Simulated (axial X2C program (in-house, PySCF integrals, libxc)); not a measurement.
## CdN⁻: properties at the nuclei

Calculated with an in-house all-electron X2C program for linear molecules (integrals from PySCF): two-component X2C with atomic mean-field Coulomb and Gaunt terms, Gaussian nuclei, basis Cd dyall-acv3z, N dyall-av3z with contracted cores.

R = 2.155 Å (near the PBE0 minimum at charge -1 of the determinant lowest at the starting distance; the state shown can have its own minimum elsewhere).

Determinant lowest in the PBE0 search, Ω = 1 (⟨Sz⟩ = 1.00, ⟨Lz⟩ = 0.00 at PBE0), spin on the atoms Cd -0.02, N 1.02:

```json
{"level": "PBE0", "Eeff magnitude (GV/cm)": "1.18", "Ws magnitude Cd (kHz)": "0.704", "A∥/gI Cd (MHz)": "27.8", "qzz Cd (a.u.)": "-3.92", "A∥/gI N (MHz)": "-85.1", "qzz N (a.u.)": "-1.33"}
{"level": "HF", "Eeff magnitude (GV/cm)": "8.14", "Ws magnitude Cd (kHz)": "4.51", "A∥/gI Cd (MHz)": "197", "qzz Cd (a.u.)": "-4.21", "A∥/gI N (MHz)": "-16.9", "qzz N (a.u.)": "-1.19"}
{"level": "TPSSh", "Eeff magnitude (GV/cm)": "0.792", "Ws magnitude Cd (kHz)": "0.49", "A∥/gI Cd (MHz)": "19.6", "qzz Cd (a.u.)": "-3.84", "A∥/gI N (MHz)": "-80.1", "qzz N (a.u.)": "-1.34"}
{"level": "PBE", "Eeff magnitude (GV/cm)": "1.14", "Ws magnitude Cd (kHz)": "0.692", "A∥/gI Cd (MHz)": "22.1", "qzz Cd (a.u.)": "-3.61", "A∥/gI N (MHz)": "-96.2", "qzz N (a.u.)": "-1.34"}
{"level": "B3LYP", "Eeff magnitude (GV/cm)": "1.18", "Ws magnitude Cd (kHz)": "0.705", "A∥/gI Cd (MHz)": "15.6", "qzz Cd (a.u.)": "-3.81", "A∥/gI N (MHz)": "-72.8", "qzz N (a.u.)": "-1.38"}
```

Eeff is the effective electric field on the electron electric dipole moment in this Ω state and Ws the scalar–pseudoscalar constant of the nucleus named (defined with the proton number Z and per Ω); A∥ (defined per Ω) follows by multiplying with gI = μI/(I μN); qzz is the electric field gradient, eQq0 = 234.96 MHz × Q/barn × qzz. The operators were transformed with the bare-nucleus X2C matrices; with these basis sets, hyperfine constants and field gradients can be off by tens of per cent, and where levels differ in sign neither size nor sign is settled.

Task: With Q(14N) = 0.02044 barn (Q from Pyykkö, Mol. Phys. 2018), turn the PBE0 values of the first state into constants in MHz.

Result: eQq0(14N) = 234.96 × (0.02044) × (-1.33) = -6.39 MHz.

Each state is one determinant with collinear spin, which with several unpaired electrons need not be a pure state. Unrestricted Hartree–Fock can overshoot spin polarisation at the nuclei. For an anion, determinants above electron detachment, or with a positive highest level, are held by the basis set. With several open shells hyperfine constants can be off by a factor of several. Where Eeff spreads by more than a factor of two the levels disagree and none is to be relied on. Open-shell Ω = 0 determinants with evenly filled partner blocks cannot be reached by this program, so the Ω shown need not be the lowest component. At B3LYP, PBE a later determinant lies lower. States lie within half an eV, so the first need not be the ground state. Further determinants of the search, some of them spin-mixed, are not shown. Where a field gradient or hyperfine factor spreads by more than a factor of two over the levels, a constant derived from it is not to be relied on.
